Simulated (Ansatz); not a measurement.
Reactions of CH$_{7}$ClOSi$_{2}$ (`O[SiH2][SiH2]CCl`).

Computed with Ansatz on PBE0-D4/def2-TZVP structures; ΔE is electronic, products minus reactants. CCSD(T)/CBS is the MP2 limit (def2-TZVPP, def2-QZVPP) plus CCSD(T) − MP2 in def2-TZVPP, frozen cores. This one scheme is used for every species. For Se, Zn outer-core shells are correlated without core-valence functions, which leaves a few kJ/mol of doubt a bond. Scalar relativity is left out up to krypton. One conformer a species, not always the lowest.

(1) Order these by ΔE at CCSD(T)/CBS, lowest first. (Estimate.)
A. `O[SiH2][SiH2]CCl` + H–F → `FCCl` + `O[SiH2][SiH3]`
B. `O[SiH2][SiH2]CCl` + H₂Se → `ClC[SiH2][SeH]` + `O[SiH3]`
C. `O[SiH2][SiH2]CCl` → `C[SiH](Cl)[SiH2]O`
D. `O[SiH2][SiH2]CCl` + `[ZnH2]` → `O[SiH2][SiH2][ZnH]` + `CCl`
E. `O[SiH2][SiH2]CCl` + HCl → `ClC[SiH2]Cl` + `O[SiH3]`
F. `O[SiH2][SiH2]CCl` + H₂O → `O[SiH2][SiH2]O` + `CCl`
G. `O[SiH2][SiH2]CCl` + H₂ → `[SiH3][SiH2]CCl` + H₂O
H. `O[SiH2][SiH2]CCl` + H₂S → `S[SiH2][SiH2]CCl` + H₂O

Largest T1 diagnostic: 0.016, for `[ZnH2]`.

Answers

(1) C (-179.3 kJ/mol), E (-108.1 kJ/mol), F (-86.9 kJ/mol), B (-75.8 kJ/mol), D (-45.2 kJ/mol), H (+19.4 kJ/mol), G (+54.5 kJ/mol), A (+77.9 kJ/mol).
